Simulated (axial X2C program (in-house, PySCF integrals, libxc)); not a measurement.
ZrH: a run with one poor setting

Calculated with an in-house relativistic program for diatomic molecules. Two-component (2c) means X2C with spin–orbit coupling and atomic mean-field two-electron Coulomb and Gaunt terms. Basis: Zr dyall-v3z [11s12p9d4f2g], H dyall-v3z [6s2p1d] (cores contracted in-house); Gaussian nuclei, density fitting, unrestricted open shells. Masses: Zr 89.905 u, H 1.008 u.

One setting of this run was spoiled on purpose, so its numbers are not properties of ZrH. Level: HF, two-component; state Ω = 3/2 (⟨Sz⟩ = -1.50, ⟨Lz⟩ = 3.00 at HF).

```json
{"R (Å)": "1.616", "E − E(lowest point) (eV)": "not converged", "SCF iterations": "6"}
{"R (Å)": "1.690", "E − E(lowest point) (eV)": "not converged", "SCF iterations": "6"}
{"R (Å)": "1.746", "E − E(lowest point) (eV)": "not converged", "SCF iterations": "6"}
{"R (Å)": "1.801", "E − E(lowest point) (eV)": "not converged", "SCF iterations": "6"}
{"R (Å)": "1.857", "E − E(lowest point) (eV)": "not converged", "SCF iterations": "6"}
{"R (Å)": "1.922", "E − E(lowest point) (eV)": "not converged", "SCF iterations": "6"}
{"R (Å)": "1.987", "E − E(lowest point) (eV)": "not converged", "SCF iterations": "6"}
{"R (Å)": "2.071", "E − E(lowest point) (eV)": "not converged", "SCF iterations": "6"}
{"R (Å)": "2.173", "E − E(lowest point) (eV)": "not converged", "SCF iterations": "6"}
{"R (Å)": "2.321", "E − E(lowest point) (eV)": "not converged", "SCF iterations": "6"}
```

Output at the reference distance (the second, level-shifted attempt; the first did not converge):

```
two-component X2C + atomic mean field  HF
basis functions 155  fitting functions 830  grid points 5071
iter        total energy     max residual
   1      -3595.397053314     3.22e-01
   2      -3595.421621836     7.12e-03
   3      -3595.423294084     4.10e-03
NOT converged
one-electron -4986.87200390  Coulomb 1495.04402293  exact exchange -113.39626202  xc functional 0.00000000  nuclear repulsion 11.39853982  atomic mean-field constant -1.59759091
```

Which setting was spoiled?
A. too few iterations allowed
B. density fitting set too sparse
C. an excited determinant was followed
D. integration grid too coarse
E. virtual space cut too low

A. Too few iterations allowed: 3 iterations an attempt, two attempts.
